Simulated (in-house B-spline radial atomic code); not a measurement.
# Response and correlation of the cadmium ion Cd²⁺

Closed shell [Kr] 4d10. Computed with a B-spline radial code for spherical atoms: Dirac-Hartree-Fock, relativistic RPA (time-dependent Dirac-Hartree-Fock) for the response and second-order many-body perturbation theory for correlation, no-pair Dirac-Coulomb Hamiltonian, finite nucleus.

```csv
"multipole (bohr³, bohr⁵, bohr⁷)",uncoupled,coupled RPA
dipole,5.2836,4.9713
quadrupole,12.443,?
octupole,60.513,81.653
```

(1) What is the coupled quadrupole polarisability?

(2) Which subshells carry the dipole polarisability?

(3) What does the dipole shielding factor come to?

Dipole polarisability at imaginary frequency:

```tsv
u (Eh)	α(iu) (bohr³)
0	4.971
0.104	4.922
0.26	4.691
0.52	4.093
0.779	3.484
1.04	2.957
1.56	2.168
2.08	1.633
2.6	1.264
3.64	0.8114
5.2	0.4785
7.79	0.2523
10.4	0.1583
15.6	0.08268
26	0.03658
52	0.01154
```

(4) What dispersion coefficients follow for two such ions (the dispersion part alone)?

Lowest J = 1 odd-parity excitations:

```
energy (eV)  oscillator strength  leading channel  weight
     17.552               0.0228     4d5/2 → p3/2   0.518
     18.811                0.705     4d3/2 → p1/2   0.557
     19.056               0.0156     4d3/2 → p3/2   0.644
     28.002               0.0237     4d5/2 → p3/2   0.944
     28.661                0.024     4d3/2 → p1/2   0.599
     28.885             6.72e-05     4d3/2 → p3/2   0.608
       29.7               0.0139     4d5/2 → f5/2   0.742
     29.946                0.213     4d5/2 → f7/2    0.72
```

Second-order correlation energy by the highest angular momentum of the excited pair (hartree): s -0.02536, p -0.2307, d -0.7145, f -1.022, g -0.3372, h -0.1476, i -0.0674, k -0.03452.

(5) What is the second-order correlation energy at the partial-wave limit?

Answers

(1) 17.859 atomic units, +44 % against the uncoupled value.

(2) 4d5/2 60.1 %, 4d3/2 37.9 %, 4p3/2 1.1 %.

(3) The dipole shielding factor is 0.958, against the exact N/Z = 46/48 = 0.958 of the non-relativistic theorem.

(4) C6 = (3/π)∫α(iu)²du = 25.02 hartree·bohr⁶ and C8 = 365.6 hartree·bohr⁸.

(5) The listed waves sum to -2.5797 hartree; extrapolating the increments as (l + 1/2)⁻⁴ gives -2.6503 hartree, -1.57 eV per electron.
